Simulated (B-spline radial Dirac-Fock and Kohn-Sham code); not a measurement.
## Er²⁺ 3p3/2: cross section and angular parameters

System: Er²⁺, configuration [Xe] 4f12; threshold 1811.0 eV (orbital energy of the model). Method: Dirac-Hartree-Slater photoionisation with a Latter tail; cross sections with all multipoles, angular parameters from the dipole term and its interference with E2. Computed with a radial atomic solver.

Input of the calculation (task.json; shells as n, l, electrons):

```json
{"items": [{
  "Z": 68,
  "q": 2,
  "cfg": [[1, 0, 2], [2, 0, 2], [2, 1, 6], [3, 0, 2], [3, 1, 6], [3, 2, 10], [4, 0, 2], [4, 1, 6], [4, 2, 10], [4, 3, 12], [5, 0, 2], [5, 1, 6]],
  "A": 166,
  "rrms": 5.2516,
  "do": "xps",
  "hv": [59.2, 87.6, 111.0, 150, 180.0, 282.0, 355.0, 400, 428.0, 443.0, 482.0, 594.0, 622.0, 800, 1486.9, 1560.0, 2300.0, 3630.0, 4080.0, 5414.7, 5730.0, 6000, 9620.0, 9720.0, 10200.0, 12000, 12200.0, 12700.0, 13600.0, 15000]
}]}
```

Run with: `python xray2_run.py task.json out`

For linearly polarised light dσ/dΩ = σ/(4π) [1 + β P₂(cos θ) + (δ + γ cos²θ) sin θ cos φ], with θ from the polarisation vector and φ the angle between the beam and the projection of the electron momentum on the plane normal to the polarisation.

```
hν (eV)  σ (kb)      β       γ      δ
   2300     117  1.254   0.309  0.052
   3630    52.2  1.613  -0.046  0.008
   4080    41.4  1.644  -0.039  0.009
 5414.7    22.8  1.674   0.116  0.014
   5730    20.1  1.675   0.166  0.015
   6000    18.1  1.674   0.210  0.016
   9620    5.91  1.627   0.824  0.031
   9720    5.76  1.625   0.840  0.031
  10200    5.10  1.616   0.914  0.034
  12000    3.35  1.580   1.172  0.043
  12200       ?      ?       ?      ?
  12700    2.89  1.565   1.264  0.046
  13600    2.41  1.547   1.377  0.051
  15000    1.86  1.520   1.542  0.059
```

**Question.** Give the values at 12200 eV.

**Answer.** σ = 3.21 kb, β = 1.575, γ = 1.198, δ = 0.044.
